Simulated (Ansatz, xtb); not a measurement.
## Ranking isomers of C4H12AlN

4 gas-phase structures of C4H12AlN, from a drawn sample of its isomers (lower ones may exist). Each was relaxed with GFN2-xTB; where two conformers were screened, the lower at r2SCAN-D4/def2-SVP is listed:

A. a singlet given by its coordinates
B. `C=CC[N@H+](C)[AlH3-]`, a singlet
C. `CCC[N](C)[AlH2]`, a singlet
D. `C[N@H+]([AlH3-])C1CC1`, a singlet

A (Å):

```xyz
18

C     1.4265   -1.2055   -1.9097
C     0.0340   -1.5282   -1.3956
C    -0.2181   -0.9384   -0.0119
C    -0.5348    1.1234    1.1951
Al    0.1786    1.4497   -1.5719
N    -0.1902    0.5144   -0.0804
H     2.1901   -1.5627   -1.2229
H     1.5449   -0.1145   -2.0085
H     1.5948   -1.6513   -2.8875
H    -0.7086   -1.1018   -2.0809
H    -0.1083   -2.6104   -1.3644
H     0.5426   -1.3029    0.6952
H    -1.1970   -1.2809    0.3557
H    -1.5569    0.8686    1.4995
H    -0.4598    2.2078    1.0950
H     0.1466    0.7981    1.9888
H    -0.7501    1.4429   -2.8106
H     1.3732    2.4321   -1.5490
```

Close contacts (Å): C1–C2 1.52, C2–C3 1.53, C3–N6 1.45, C4–N6 1.45, Al5–N6 1.80, C1–H7 1.09, C1–H8 1.10, C1–H9 1.09, C2–H10 1.10, C2–H11 1.09, C3–H12 1.10, C3–H13 1.10, C4–H14 1.10, C4–H15 1.09, C4–H16 1.10, Al5–H8 2.12, Al5–H17 1.55, Al5–H18 1.55.

Make a reasoned guess at their ranking by r2SCAN-D4/def2-SVP single-point energy.

Calculated order at r2SCAN-D4/def2-SVP: C (0.0), A (17.2), B (81.2), D (89.5) kJ/mol.

Energies above the lowest of each column, in kJ/mol; the last columns are at PBE-D3(BJ)/def2-SVP geometries and were run for some of them only (a dash: not run or not comparable):

| structure | GFN2-xTB | HF/STO-3G | r2SCAN-D4/def2-SVP | PBE-D3(BJ)/def2-SVP | CCSD(T)/def2-SVP + ΔMP2/def2-TZVPP |
| --- | --- | --- | --- | --- | --- |
| C | 8.6 | 0.0 | 0.0 | 0.0 | 0.0 |
| A | 0.0 | 20.6 | 17.2 | – | – |
| B | 88.1 | 195.0 | 81.2 | 101.5 | 94.9 |
| D | 63.0 | 171.0 | 89.5 | 111.6 | 122.8 |

CCSD(T)/def2-SVP + ΔMP2/def2-TZVPP puts C lowest of those it was run on; GFN2-xTB picks A. Flexible structures stand in one conformer each, not always the lowest. Frequencies (GFN2-xTB) were run for B, C, D alone. ΔMP2 is the change of the MP2 energy from the smaller to the larger basis.

Over these structures GFN2-xTB departs from r2SCAN-D4/def2-SVP by 14.8 kJ/mol on average once a common shift is removed. A GFN2-xTB relaxation took about 0.14 s and the r2SCAN-D4/def2-SVP energy about 1.9 s on a shared host (Ansatz 0.2.0, xtb 6.7.1).
